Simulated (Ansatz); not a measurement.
Geometry optimisation, RKS PBE/def2-SVP in Ansatz.

Input file:

```yaml
crystal:
  periodic: [false, false, false]
  atoms:
    - { symbol: Ge, position_ang: [0.0, 0.0, 0.0] }
    - { symbol: Ge, position_ang: [0.0, 0.0, 2.75] }
    - { symbol: H, position_ang: [-1.3958, -0.4318, 3.2674] }
    - { symbol: H, position_ang: [1.0719, -0.9929, 3.2674] }
    - { symbol: H, position_ang: [0.324, 1.4247, 3.2674] }
    - { symbol: O, position_ang: [1.6691, 0.0, -0.5894] }
    - { symbol: H, position_ang: [1.9855, -0.9521, -0.7061] }
    - { symbol: F, position_ang: [-0.7913, 1.3709, -0.5594] }
    - { symbol: F, position_ang: [-0.7913, -1.3709, -0.5594] }
    - { symbol: Br, position_ang: [-2.5623, 0.0, 0.8514] }
    - { symbol: H, position_ang: [-1.542, 0.0, 2.1674] }
basis:
  gaussian: { orbitals: def2-SVP }
hamiltonian:
  xc: pbe
relax:
  f_tol: 0.15
  max_steps: 25
  restrain:
    - { distance: [0, 9], at: 2.4, k: 30.0 }
    - { distance: [10, 1], at: 1.55, k: 30.0 }
    - { distance: [0, 1], at: 3.6, k: 30.0 }
    - { distance: [10, 9], at: 2.75, k: 30.0 }
output:
  orbitals: {}
```

Command:

```bash
$ ansatz run input.yaml --threads 4 --pin off --max-ram 5120MiB --backend cpu --events-out ev --progress --plain --runs-dir out
```

Question: Where does it end, and by what steps?

Answer: The forces met the threshold. The restraints hold the end off the free minimum. After 21 steps the energy has fallen by 3.107 eV (the restraints' own energy left out); F9 moved furthest, 1.98 Å. Parted: Ge1–Ge2 (2.75 → 3.61 Å), Br10–H11 (1.67 → 2.76 Å).

| step | energy less start (eV) | largest force component (eV/Å) | accepted |
| --- | --- | --- | --- |
| 0 | 0.0000 | 3.834 | yes |
| 1 | 1.2216 | 3.927 | yes |
| 2 | 2.0101 | 3.458 | yes |
| 3 | 1.2967 | 2.361 | yes |
| 4 | 0.3676 | 1.933 | yes |
| 5 | -0.4060 | 1.849 | yes |
| 6 | -1.2031 | 1.843 | yes |
| 7 | -1.8314 | 0.786 | yes |
| 8 | -2.1908 | 0.612 | yes |
| 9 | -2.3949 | 0.534 | yes |
| 10 | -2.5535 | 0.707 | yes |
| 11 | -2.6683 | 0.825 | yes |
| 12 | -2.7556 | 0.898 | yes |
| 13 | -2.8338 | 0.927 | yes |
| 14 | -2.9012 | 0.938 | yes |
| 15 | -2.9510 | 0.921 | yes |
| 16 | -2.9912 | 0.902 | yes |
| 17 | -3.0195 | 0.962 | yes |
| 18 | -3.0399 | 0.766 | yes |
| 19 | -3.0867 | 1.088 | yes |
| 20 | -3.0894 | 0.785 | yes |
| 21 | -3.1072 | 0.848 | yes |

```xyz
11
Properties=species:S:1:pos:R:3
Ge -0.405 0.095 -0.479
Ge -0.098 0.047 3.118
H -0.722 0.486 4.472
H 1.322 -0.506 3.376
H -0.028 1.291 2.195
O 0.981 -0.696 0.288
H 1.035 -1.629 -0.001
F -0.172 1.804 -0.340
F -0.354 -0.303 -2.174
Br -2.574 -0.527 0.239
H -1.017 -1.014 2.463
```

Run time: 58 s on 4 threads of Arm Neoverse V2 (shared host), peak memory 0.27 GiB.
